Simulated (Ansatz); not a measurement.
The same hydrolysis along the group B, Al, Ga, In.

Gas-phase electronic energies from Ansatz, PBE0-D4/def2-TZVP geometries. CCSD(T)/CBS is the MP2 limit (def2-TZVPP, def2-QZVPP) plus CCSD(T) − MP2 in def2-TZVPP, frozen cores. This one scheme is used for every species. DFT in def2-TZVPP. Elements past krypton have def2 core potentials. For Ga, In outer-core shells are correlated without core-valence functions, which leaves a few kJ/mol of doubt a bond. Scalar relativity is left out up to krypton. One conformer a species, not always the lowest.

| reaction | ωB97X-V (kJ/mol) | r2SCAN-D4 (kJ/mol) | revPBE-D4 (kJ/mol) |
| --- | --- | --- | --- |
| `NB(N)O[SiH3]` + H₂O → `NB(N)O` + `O[SiH3]` | 9 | 10 | 11 |
| `[NH2][Al]([NH2])[O][SiH3]` + H₂O → `[NH2][Al]([NH2])[OH]` + `O[SiH3]` | 28 | 28 | 26 |
| `[NH2][Ga]([NH2])[O][SiH3]` + H₂O → `[NH2][Ga]([NH2])[OH]` + `O[SiH3]` | 21 | 21 | 20 |
| `[NH2][In]([NH2])[O][SiH3]` + H₂O → `[NH2][In]([NH2])[OH]` + `O[SiH3]` | 24 | 23 | 20 |

Task: Give the CCSD(T)/CBS values in the same order. (An estimate is asked.)

Result: Computed: 14, 31, 25, 29 kJ/mol.

Largest T1 diagnostic: 0.015, for `[NH2][In]([NH2])[OH]`.
